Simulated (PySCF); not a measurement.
[VO2Cl2]- (charge -1 and singlet state).
SMILES: `[O]=[V-](=[O])([Cl])[Cl]`

The closed-shell ground state was solved at several levels (PySCF, density fitting, gas phase, non-relativistic). Geometry: PBE0-D3(BJ)/def2-SVP; no solvent, vibrations or thermal averaging. The geometry's basis has no diffuse functions, a weakness for an anion. No diffuse functions stand in pcSseg-1 (pcSseg-2 on V), which bears on an anion's orbital energies.

| level | basis functions | HOMO (eV) | LUMO (eV) | gap (eV) |
| --- | --- | --- | --- | --- |
| PBE0/pcSseg-1 (pcSseg-2 on V) | 155 | -3.70 | 2.18 | 5.88 |
| B3LYP/pcSseg-1 (pcSseg-2 on V) | 155 | -3.38 | 1.96 | 5.34 |
| PBE/pcSseg-1 (pcSseg-2 on V) | 155 | -2.01 | 1.40 | 3.41 |

Question: What might wB97X-D/def2-SVPD (134 basis functions) give for the same quantities?

Answer: HOMO -5.92 eV, LUMO 3.51 eV, gap 9.43 eV.

Question: Over all these levels, which gives the widest orbital gap and which the narrowest?

Answer: wB97X-D/def2-SVPD (range-separated hybrid) has the widest, 9.43 eV, and PBE/pcSseg-1 (pcSseg-2 on V) (GGA) the narrowest, 3.41 eV. Functional and basis both differ between the two, so the spread mixes both effects.

Question: In the pcSseg-1 (pcSseg-2 on V) basis, how does the gap go with the fixed share of exact exchange?

Answer: PBE (0 %) 3.41 eV; B3LYP (20 %) 5.34 eV; PBE0 (25 %) 5.88 eV. Each rise in the share widens the gap here.
